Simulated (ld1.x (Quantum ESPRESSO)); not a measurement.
## Which change was made? (W, TM)

```
Element                 : tungsten
Generator               : ld1.x (Quantum ESPRESSO) 7.5
Type                    : norm-conserving Troullier–Martins (Kleinman–Bylander form)
Functional              : LDA (PZ)
Relativity              : scalar-relativistic
Frozen core             : [Xe] 4f14
Valence charge          : 6
Reference configuration : 5d4 6s1 6p1
Partial waves           : 6s (bound): rc 2.10 bohr; 6p (bound): rc 3.10 bohr; 5d (bound): rc 2.05 bohr
Local potential         : all-electron potential smoothed inside 2.50 bohr (lloc = -2)
Core correction         : none
```

Cutoffs, loose and tight: the cutoffs (Ry, on a coarse ladder) from which the occupation-weighted sum of valence levels, in a spherical-Bessel basis at the reference potential, stays within 10 and 1 mRy of its value at 400 Ry. They do not see the model core or the augmentation charge, which bear on the density cutoff. Test errors are all-electron minus pseudo excitation energies from the reference, over the configurations 5d4 6s2 6p0; 5d4 6s1 6p0; 5d4 6s0 6p0; 5d3 6s0 6p0; 5d5 6s1 6p0; 5d4 6s1.5 6p0; 5d4.5 6s1.5 6p0 (two spin-polarised tests are not counted in the largest error); variants that change the core or the reference have their own tests.

The base gives: outcome: generated; cutoff, loose: 30 Ry; cutoff, tight: 40 Ry; bound ghosts: none; largest test error (meV): +74.

(1) After one change the result is: outcome: generated; cutoff, loose: 30 Ry; cutoff, tight: 40 Ry; bound ghosts: none; largest test error (meV): +20. Which change was it?
A. wave 6p (bound): rc 3.10 bohr becomes 6p (bound): rc 4.64 bohr
B. wave 6p (bound): rc 3.10 bohr becomes 6p (bound): rc 2.10 bohr
C. wave 6p (bound): rc 3.10 bohr becomes 6p (bound): rc 2.44 bohr

## Answers

(1) A. The others give: wave 6p (bound): rc 3.10 bohr becomes 6p (bound): rc 2.10 bohr → outcome: generated; cutoff, loose: 50 Ry; cutoff, tight: 70 Ry; bound ghosts: p; largest test error (meV): +37 | wave 6p (bound): rc 3.10 bohr becomes 6p (bound): rc 2.44 bohr → outcome: generated; cutoff, loose: 30 Ry; cutoff, tight: 40 Ry; bound ghosts: none; largest test error (meV): +51.
